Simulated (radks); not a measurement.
Results of a calculation; reference values are marked as such.
Q: These are the eigenvalues of the occupied orbitals of an atom or ion with whole-number occupations (eV). Code: a radial shooting solver on a logarithmic mesh with Libxc functionals. Model: scalar-relativistic Kohn-Sham, r2SCAN, spin-polarised, spherical densities, finite nucleus; meta-GGA in the generalised Kohn-Sham scheme; Fermi nuclear charge, rms radius of each element as measured or else 0.836 A^(1/3) + 0.57 fm.

1s up: -11044.86
1s down: -11043.81
2s up: -1432.665
2s down: -1432.359
2p up: -1256.663
2p down: -1255.763
3s up: -220.0810
3s down: -217.6800
3p up: -165.1469
3p down: -162.8179
3d up: -75.1329
3d down: -73.2995
4s up: -43.8557
4s down: -43.7078

Which element is it, and in what charge state? The configuration may be excited. Open shells, if any, are filled with parallel spins first.

A: Z = 32, germanium, charge +3: Ge3+ in [Ne] 3s2 3p5 3d10 4s2. The list shows which subshells hold electrons but not how many an open one holds; the 1s level, -405.89 hartree, gives Z - s = 28.5 by -(Z - s)^2/2, which with screening and relativity narrows Z to a few neighbours, and the depths of the outer levels then fix element, charge and occupations together.
